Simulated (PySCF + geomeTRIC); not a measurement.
Species: C$_{2}$H$_{4}$OS, SMILES `CC(=O)S` (O–C–S–H torsion 0°) (charge 0, multiplicity 1).

Q: Give a relaxed geometry from r2SCAN-D4/def2-TZVP in PySCF + geomeTRIC.

A: This is not unique; one that fits is the end point of this relaxation, one of several conformers (outside a Z-matrix the atoms follow the SMILES, hydrogens last).
Cartesian coordinates (Å) in one orientation:
```xyz
8

C     -0.996    -0.342    -0.100
C      0.311     0.275     0.321
O      0.480     0.905     1.329
S      1.633    -0.036    -0.871
H     -0.880    -1.422    -0.214
H     -1.753    -0.125     0.651
H     -1.303     0.058    -1.069
H      2.551     0.638    -0.158
```
